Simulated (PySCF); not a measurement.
**How the method moves the HOMO and LUMO of `N[SiH](N)[SiH2]S`**

H8N2SSi2.
Geometry (PBE0-D3(BJ)/def2-SVP, Å), atoms numbered from 1 in this order:
```xyz
13
H8N2SSi2 angstrom
N     -1.5347    1.2684    0.7274
Si    -0.5861   -0.1301    0.3787
N     -1.4398   -1.0636   -0.7990
Si     1.5371    0.5982   -0.3231
S      2.7241   -1.1940   -0.5762
H     -2.5075    1.1641    0.9970
H     -1.1170    2.0903    1.1470
H     -0.3352   -1.1082    1.4959
H     -1.6159   -0.6648   -1.7152
H     -1.2320   -2.0534   -0.8716
H      1.5018    1.1997   -1.6924
H      2.2119    1.5872    0.5819
H      2.3981   -1.7107    0.6301
```

Basis pcSseg-1 throughout (PySCF), one geometry. The structure is a single PBE0-D3(BJ)/def2-SVP conformer in the gas phase; no vibrational or solvent corrections.

Q: How do the orbital energies, the gap and the dipole change with the method?

A: 
| method | kind | HOMO (eV) | LUMO (eV) | gap (eV) | μ (D) | SCF cycles |
| --- | --- | --- | --- | --- | --- | --- |
| BLYP | GGA | -5.46 | -0.77 | 4.69 | 2.31 | 15 |
| OPBE | GGA | -5.61 | -0.77 | 4.84 | 2.41 | 14 |
| PBE | GGA | -5.61 | -0.94 | 4.67 | 2.37 | 15 |
| B97-D | GGA | -5.62 | -0.80 | 4.82 | 2.34 | 13 |
| LDA | LDA | -5.70 | -1.18 | 4.52 | 2.42 | 14 |
| KT2 | GGA | -5.71 | -1.08 | 4.63 | 2.32 | 15 |
| KT3 | GGA | -5.71 | -0.95 | 4.76 | 2.29 | 14 |
| BP86 | GGA | -5.73 | -1.01 | 4.72 | 2.39 | 14 |
| B3LYP | global hybrid | -6.60 | -0.31 | 6.30 | 2.33 | 12 |
| B97-2 | global hybrid | -6.61 | -0.13 | 6.48 | 2.36 | 12 |
| PBE0 | global hybrid | -6.83 | -0.15 | 6.68 | 2.39 | 12 |
| mPW1PW91 | global hybrid | -6.87 | -0.14 | 6.73 | 2.38 | 12 |
| BHandHLYP | global hybrid | -7.92 | 0.75 | 8.67 | 2.35 | 12 |
| CAM-B3LYP | range-separated hybrid | -8.10 | 0.90 | 9.00 | 2.36 | 12 |
| wB97X-D | range-separated hybrid | -8.66 | 1.56 | 10.22 | 2.45 | 12 |
| LC-wPBE | range-separated hybrid | -9.44 | 1.99 | 11.43 | 2.45 | 12 |
| HF | Hartree–Fock | -9.62 | 3.00 | 12.62 | 2.44 | 10 |

The HOMO spans 4.16 eV, from BLYP down to HF, and the gap runs from 4.52 eV (LDA) to 12.62 eV (HF). Over the methods BLYP (0 %), OPBE (0 %), PBE (0 %), B97-D (0 %), LDA (0 %), KT2 (0 %), KT3 (0 %), BP86 (0 %), B3LYP (20 %), B97-2 (21 %), PBE0 (25 %), mPW1PW91 (25 %), BHandHLYP (50 %), HF (100 %), a straight line through the gap against the share of exact exchange rises by 0.79 eV for each 10 % (correlation coefficient 0.999). The dipole ranges from 2.29 D (KT3) to 2.45 D (LC-wPBE). This basis has no diffuse functions.
